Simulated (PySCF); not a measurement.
Delta-SCF ions had no search for a lower state. Excitations are Tamm–Dancoff values on a coarser integration grid. The basis has no diffuse functions, so Rydberg states are missing or too high.

Z-matrix (Å, degrees):
```
Ga
N 1 1.8229
H 2 1.0060 1 121.03
H 2 1.0060 3 110.71 1 150.50
N 1 1.8229 2 119.78 3 -21.03
H 5 1.0060 1 121.03 2 168.23
H 5 1.0060 6 110.71 1 150.48
N 1 1.8230 2 119.79 3 168.25
H 8 1.0060 1 121.01 2 -21.12
H 8 1.0060 9 110.69 1 150.36
```
Charge 0, multiplicity 1.

**Question.** Predict the total energy, vertical ionisation energy (Delta-SCF) and brightest of the four lowest singlets (TDA) from PySCF with PBE0-D4/def2-TZVP.

**Answer.** 
| Quantity | Value |
|---|---|
| total energy | -2092.4143 Ha |
| vertical ionisation energy (Delta-SCF) | 8.78 eV |
| brightest of the four lowest singlets (TDA) | 6.71 eV |
